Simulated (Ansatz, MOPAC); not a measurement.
Diatomic ClO-, closed-shell singlet (lowest of 2S+1 = 1, 3, 5 at CCSD(T)/def2-TZVPP on PBE0 minima; our sources give no spin for the ground state, which may be another).

Constants: fifth-degree fit in 1/R to seven points, most abundant isotopes. Runs in def2 and cc sets follow the lowest solution found near the PBE0 minimum. The singlet is held restricted. HF and MP2 rows in def2 and cc sets belong to the determinant that coupled cluster picked by its CCSD energy.

Correlated levels freeze the cores. CBS(a, b) extrapolates the correlation energy as X⁻³ and adds the Hartree–Fock energy of set b. The state that PM7 reach isn't checked; PM7 holds dispersion and hydrogen-bond terms.

Run with Ansatz (Gaussian basis) for Hartree–Fock, density functionals and correlated methods; MOPAC for PM7 (differences of heats of formation). 

```json
[
 {"level": "PM7", "r_e (Å)": "1.629", "ω_e (cm⁻¹)": "935", "ω_e x_e (cm⁻¹)": "4.8"},
 {"level": "HF/def2-TZVPP", "r_e (Å)": "1.676", "ω_e (cm⁻¹)": "…", "ω_e x_e (cm⁻¹)": "6.7"},
 {"level": "HF/def2-QZVPP", "r_e (Å)": "1.660", "ω_e (cm⁻¹)": "659", "ω_e x_e (cm⁻¹)": "7.1"},
 {"level": "MP2/def2-TZVPP", "r_e (Å)": "1.667", "ω_e (cm⁻¹)": "770", "ω_e x_e (cm⁻¹)": "3.1"},
 {"level": "CCSD(T)/def2-QZVPP", "r_e (Å)": "1.690", "ω_e (cm⁻¹)": "658", "ω_e x_e (cm⁻¹)": "4.3"},
 {"level": "CCSD(T)/aug-cc-pV(5+d)Z", "r_e (Å)": "1.682", "ω_e (cm⁻¹)": "669", "ω_e x_e (cm⁻¹)": "4.3"},
 {"level": "CCSD(T)/CBS(def2-TZVPP, def2-QZVPP)", "r_e (Å)": "1.689", "ω_e (cm⁻¹)": "657", "ω_e x_e (cm⁻¹)": "4.1"},
 {"level": "CCSD(T)/CBS(aug-cc-pV(Q+d)Z, aug-cc-pV(5+d)Z)", "r_e (Å)": "…", "ω_e (cm⁻¹)": "…", "ω_e x_e (cm⁻¹)": "4.3"}
]
```

### Question
Fill in the missing entries.

### Answer

- CCSD(T)/CBS(aug-cc-pV(Q+d)Z, aug-cc-pV(5+d)Z), r_e (Å): 1.679
- CCSD(T)/CBS(aug-cc-pV(Q+d)Z, aug-cc-pV(5+d)Z), ω_e (cm⁻¹): 673
- HF/def2-TZVPP, ω_e (cm⁻¹): 636

Ansatz is a first-principles code.
